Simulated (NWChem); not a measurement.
# Lowest excitation of H2Ge

```
Ge
H 1 1.6055
H 1 1.6055 2 90.73
```
Charge 0, spin multiplicity 1.

The numbers come from NWChem runs, not from measurements. All single points use one geometry, from B3LYP/def2-SVP, a minimum by its harmonic frequencies.

Basis set: def2-SVPD.

```tsv
method	lowest vertical singlet excitation energy (eV)	relative cost	difference from EOM-CCSD
CIS	2.66	1	+0.13
TD-PBE	2.39	under 3	-0.14
TD-B3LYP	2.43	under 3	-0.11
TD-PBE0	2.44	under 3	-0.10
EOM-CCSD	2.53	5	0.00
```

The values span 0.27 eV, from TD-PBE (lowest) to CIS (highest). Costs are rough ratios of processor time within this set of runs, SCF included, with CIS as 1.

The Hamiltonian is non-relativistic. The correlated methods keep 9 core orbitals frozen. B3LYP has NWChem's definition, with VWN1-RPA local correlation. The structure started from a generated list of species. Coupled-cluster values serve here as a point of comparison, not as the truth.
